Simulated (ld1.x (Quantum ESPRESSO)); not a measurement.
fluorine: one change to a PAW potential, before and after

| Property | Result |
| --- | --- |
| Element | F |
| Generator | ld1.x (Quantum ESPRESSO) 7.5 |
| Type | PAW |
| Functional | revPBE |
| Relativity | scalar-relativistic |
| Frozen core | [He] |
| Valence charge | 7 |
| Reference configuration | 2s2 2p5 |
| Partial waves | 2s (bound): rcut 0.50, rcutus 0.60 bohr; 2s channel at 1.2 Ry: rcut 0.50, rcutus 0.60 bohr; 2p (bound): rcut 1.70, rcutus 1.90 bohr; 2p channel at 2.55 Ry: rcut 1.70, rcutus 1.90 bohr |
| Local potential | all-electron potential smoothed inside 0.95 bohr (lloc = -2) |
| Core correction | Bessel-smoothed model core inside 0.60 bohr |
| Augmentation charge | BG, radius 0.35 bohr |

All-electron outer shells of the reference configuration (revPBE, scalar-relativistic, ld1.x):

| shell | level (eV) | outermost node (bohr) | outermost maximum (bohr) |
| --- | --- | --- | --- |
| 1s | -663.67 | – | 0.11 |
| 2s | -29.93 | 0.24 | 0.76 |
| 2p | -11.04 | – | 0.71 |

Change: local potential all-electron potential smoothed inside 1.04 bohr (lloc = -2).

Cutoffs: the cutoffs (Ry, on a coarse ladder) from which the occupation-weighted sum of valence levels, in a spherical-Bessel basis at the reference potential, stays within 10 and 1 mRy of its value at 400 Ry; they do not see the model core or the augmentation charge, which bear on the density cutoff. Errors are all-electron minus pseudo energies relative to the spin-unpolarised reference configuration.

Question: Predict the effect on cutoff, ghosts and configuration errors.

Answer: The potential gets neither clearly harder nor softer (100 Ry and 160 Ry → 100 Ry and 160 Ry); the number of tests that count goes from 6 to 7; of the 6 tests that both files solve, the error grows in 1 and shrinks in 3 by more than 15 % and 0.3 meV (median size 6.7 → 10.3 meV); neither file shows a bound ghost at the reference potential, the only one tested.

| quantity | base | changed |
| --- | --- | --- |
| cutoff, loose | 100 Ry | 100 Ry |
| cutoff, tight | 160 Ry | 160 Ry |
| bound ghosts | none | none |
| tests counted (converged, no solver errors) | 6 of 7 | 7 of 7 |
| error for 2s2 2p4, meV [ΔE 19.33 eV] | -3.5 | -1.1 |
| error for 2s2 2p3, meV [ΔE 57.65 eV] | -43 | -21 |
| error for 2s2 2p2, meV [ΔE 118.22 eV] | -133 | -58 |
| error for 2s1 2p6, meV [ΔE 18.91 eV] | +9.9 | +20 |
| error for 2s2 2p4.5, meV [ΔE 7.51 eV] | -0.3 | +0.1 |
| error for 2s2 2p5.3, meV [ΔE -2.65 eV] | +0.6 | +0.7 |
| s: phases at 2.06 bohr within 0.05 rad from the reference energy up to (Ry; the scan ends near 5) | to the end of the scan | to the end of the scan |
| p: phases at 2.06 bohr within 0.05 rad from the reference energy up to (Ry; the scan ends near 5) | to the end of the scan | to the end of the scan |
| lowest overlap eigenvalue by channel | s 0.58, p 0.82 | s 0.47, p 0.81 |

Base: Tests not counted: 2s2 2p1 (pseudo-atom not self-consistent, printed error -131 meV). ld1.x warns that Blöchl-style (BG) augmentation functions are not a good idea. Changed file: ld1.x warns that Blöchl-style (BG) augmentation functions are not a good idea.
